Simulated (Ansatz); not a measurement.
The cluster La₂O₃⁻. Total charge -1; doublet. Geometry PBE0-D4/def2-SVPD.

```xyz
5

La    0.8598    0.7524    0.5769
La   -0.7109   -1.5644   -1.4301
O     0.2283   -1.5195    0.4613
O    -0.1817    1.8495    1.9095
O    -0.1955    0.4821   -1.5177
```

In the def2 sets La takes a core potential; there is no spin–orbit coupling. LC-ωPBE has ω = 0.4 bohr⁻¹. B3LYP takes the VWN-RPA correlation. At r2SCAN-D4/def2-TZVPD, B3LYP-D4/def2-TZVPD the highest occupied level of the charge -1 doublet lies above zero (up to 0.33 eV). The electron is either unbound and held by the finite basis, or the level is raised by self-interaction error. Another isomer (doublet) lies 0.45 eV lower at PBE0-D4/def2-TZVPD; other spin states weren't run for this one.

(1) Estimate the α-spin orbital energies around the gap (eV) in Ansatz with r2SCAN-D4/def2-TZVPD, B3LYP-D4/def2-TZVPD, PBE0-D4/def2-TZVPD, LC-ωPBE/def2-TZVPD, ωB97X-V/def2-TZVPD.

Answers

(1) 
```csv
orbital,r2SCAN-D4/def2-TZVPD,B3LYP-D4/def2-TZVPD,PBE0-D4/def2-TZVPD,LC-ωPBE/def2-TZVPD,ωB97X-V/def2-TZVPD
HOMO−9,-3.00,-3.90,-4.23,-7.04,-6.67
HOMO−8,-2.81,-3.67,-3.99,-6.74,-6.37
HOMO−7,-2.76,-3.60,-3.91,-6.67,-6.34
HOMO−6,-2.45,-3.28,-3.58,-6.34,-5.99
HOMO−5,-2.25,-3.11,-3.38,-6.02,-5.70
HOMO−4,-2.20,-3.06,-3.35,-6.02,-5.70
HOMO−3,-0.98,-1.78,-2.02,-4.64,-4.33
HOMO−2,-0.89,-1.71,-1.96,-4.60,-4.29
HOMO−1,-0.58,-1.44,-1.68,-4.20,-3.94
HOMO,0.33,0.02,-0.10,-1.60,-1.39
LUMO,1.51,1.59,1.73,2.67,2.70
LUMO+1,1.68,1.86,1.91,2.93,3.00
LUMO+2,1.92,2.14,2.24,3.21,3.26
LUMO+3,2.16,2.32,2.35,3.50,3.52
LUMO+4,2.81,2.76,2.86,3.56,3.62
LUMO+5,2.97,2.87,2.97,3.61,3.68
β HOMO,-0.58,-1.44,-1.68,-4.20,-3.94
β LUMO,1.13,1.32,1.61,2.68,2.75
```
